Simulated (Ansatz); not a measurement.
`[NH2][Ti]([F])([F])[Cl]` + HCl → `[F][Ti]([F])([Cl])[Cl]` + NH₃ at 500 K and 1 bar (ligand exchange at a Ti–N bond).

Computed with Ansatz on PBE0-D4/def2-TZVP structures; ΔE is electronic, products minus reactants. CBS: MP2 limit from def2 TZ/QZ plus the TZ coupled-cluster correction, frozen cores. This one scheme is used for every species. For Ti outer-core shells are correlated without core-valence functions, which leaves a few kJ/mol of doubt a bond. Scalar relativity is left out up to krypton. Each species was taken in one conformer, which may not be the lowest.

| species | CCSD(T)/CBS energy (Eh) | H − E (kJ/mol) | S (J/(mol·K)) |
| --- | --- | --- | --- |
| `[NH2][Ti]([F])([F])[Cl]` | -1564.43229 | 126.2 | 415.8 |
| HCl | -460.38127 | 32.5 | 201.9 |
| `[F][Ti]([F])([Cl])[Cl]` | -1968.32938 | 59.1 | 393.6 |
| NH₃ | -56.50880 | 108.2 | 211.8 |

H − E and S are ideal-gas, rigid-rotor, harmonic terms from PBE0-D4/def2-TZVP, for one conformer and one mirror image of each species. 1 Eh = 2625.50 kJ/mol, R = 8.31446 J/(mol·K).

By hand: ΔE, ΔH, ΔS and ΔG.

ΔE = (-1968.32938) + (-56.50880) − (-1564.43229) − (-460.38127) = -0.02462 Eh = -64.6 kJ/mol. Δ(H − E) = 59.1 + 108.2 − 126.2 − 32.5 = 8.6, so ΔH = -56.0 kJ/mol. ΔS = 393.6 + 211.8 − 415.8 − 201.9 = -12.3 J/(mol·K). ΔG = -56.0 − 500 × (-12.3)/1000 = -49.9 kJ/mol.

By hand: the equilibrium constant, and the temperature at which ΔG would vanish if ΔH and ΔS stayed fixed.

log₁₀ K = −ΔG/(RT ln 10) = 5.2. ΔG = 0 at ΔH/ΔS = 4553 K, far beyond where these terms or the molecules hold.

The number of gas molecules stays the same, so ΔS is small and ΔH decides. A doubt of 5 kJ/mol in ΔE shifts log₁₀ K by 0.5 here. Other conformers and mirror images would add mixing entropy, several J/(mol·K) or more a flexible species. These are equilibria of isolated gas molecules and say nothing of rates. Largest T1 diagnostic: 0.024 (customary marks: 0.02 for closed shells, 0.045 for open ones).
